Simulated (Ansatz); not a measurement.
System: C2H4B, charge 0, doublet. C2H4B (SMILES BC=[CH], doublet).
B3LYP-D3(BJ)/def2-TZVP minimum from Ansatz (a first-principles code):
```xyz
7

B     -0.1327     0.0920     1.2482
H     -0.4202     1.2409     1.3737
H     -0.0491    -0.6094     2.2089
C      0.1292    -0.4780    -0.1606
C      0.0290     0.3220    -1.2018
H      0.3940    -1.5240    -0.3099
H     -0.2106     1.3688    -1.3395
```
Charge 0, spin multiplicity 2.

Atomisation energy term by term, kcal/mol (programs: Ansatz). UHF or UKS for unpaired electrons; spin-orbit terms are left out. Correlated methods leave the cores frozen. Rows without X2C or -DK are non-relativistic. CBS(X,Y): correlation extrapolated as X^-3, Hartree-Fock from the larger set. A bracket is a step between two methods taken in the basis named. '+ core + X2C': CCSD(T) terms for core correlation (cc-pwCVTZ) and scalar relativity (cc-pVTZ-DK). For partners of very few electrons the exact lower level stands in for a higher one. The UHF reference of C2H4B (BC=[CH], doublet) is spin-contaminated (<S^2> up to 0.20 over the pure value in the sets run).

| term | basis | kcal/mol |
|---|---|---|
| Hartree-Fock | cc-pVQZ | 484.91 |
| CCSD correlation | CBS(cc-pVTZ,cc-pVQZ) | 125.76 |
| (T) | CBS(cc-pVTZ,cc-pVQZ) | 8.97 |
| CCSDT(Q) - CCSD(T) | cc-pVDZ | 0.98 |
| core correlation | cc-pwCVTZ | 3.11 |
| scalar relativity | X2C, cc-pVTZ-DK | -0.36 |
| sum: De |  | 623.4 |
